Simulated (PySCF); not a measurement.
FeCl₂, quintet: data card

Method: UPBE0 in PySCF with Fe def2-TZVP, Cl def2-TZVP; no relativity; density-fitted integrals.

The structure is a minimum.

```xyz
3
charge 0 multiplicity 5, angstrom
Fe    0.0000    0.0000    0.0000
Cl    2.1360    0.0000    0.0000
Cl   -2.1360    0.0000    0.0000
```

- Point group: D∞h
- Bond lengths: Fe–Cl 2.136 Å (×2)
- Bond angles: Cl–Fe–Cl 180.0°
- Atomisation energy without zero-point energy: 818 kJ/mol
- Principal quadrupole moments (Buckingham, traceless) about the centre of mass: -11.66, 5.83, 5.83 D Å
- Enthalpy at 298.15 K above 0 K: 14.24 kJ/mol
- Dipole moment: 0.00 D
- Highest occupied level (β): -8.46 eV
- Entropy at 298.15 K and 1 bar (electronic part: spin only): 293.3 J/(mol K)
- Zero-point energy: 6.1 kJ/mol
- Heat capacity Cp at 298.15 K: 57.4 J/(mol K)
- Spin squared ⟨S²⟩: 6.013
- Principal polarisabilities: 32.0, 32.0, 73.6 bohr³
- Rotational symmetry number: 2
- Lowest empty level (β): -3.72 eV
- Rotational constants: 0.05283 cm⁻¹

Harmonic modes (masses in u: Fe 55.935, Cl 34.969):
```json
{"symmetry": "πu", "ω (cm⁻¹)": "84", "IR (km/mol, summed over degenerate members)": "35.9", "μ (u)": "44.17", "type": "bend"}
{"symmetry": "σg+", "ω (cm⁻¹)": "349", "IR (km/mol, summed over degenerate members)": "0.0", "μ (u)": "34.97", "type": "stretch"}
{"symmetry": "σu+", "ω (cm⁻¹)": "498", "IR (km/mol, summed over degenerate members)": "160", "μ (u)": "44.17", "type": "stretch"}
```

In D∞h the vibrations span πu + σg+ + σu+. The σg+ mode carries no infrared intensity, as symmetry demands. With a centre of inversion only u modes can be infrared active and only g modes Raman active.

Charges (e):
```csv
atom,Mulliken,Löwdin,polar tensor,spin (Mulliken),Mayer order to Fe1
Fe1,0.79,0.02,1.26,3.82,–
"Cl2,3",-0.40,-0.01,-0.63,0.09,1.03
```

Mulliken populations on Fe1: s 6.46, p 12.33, d 6.41, f 0.00.

Formally Fe is in oxidation state +2, d6, with 4 unpaired electrons (the high-spin count). The Mulliken spin on Fe is 3.82. The polar-tensor charge on Fe, 1.26, is below the formal one.

This need not be the most stable arrangement of these atoms. Open d and f shells are described by one determinant, and the ground state may have another occupation or spin.

The final relaxation and frequency run took 25 s on 4 threads of a shared Arm Neoverse V2 host, with 119 basis functions and 7 gradients; the process peaked at 1.1 GiB.
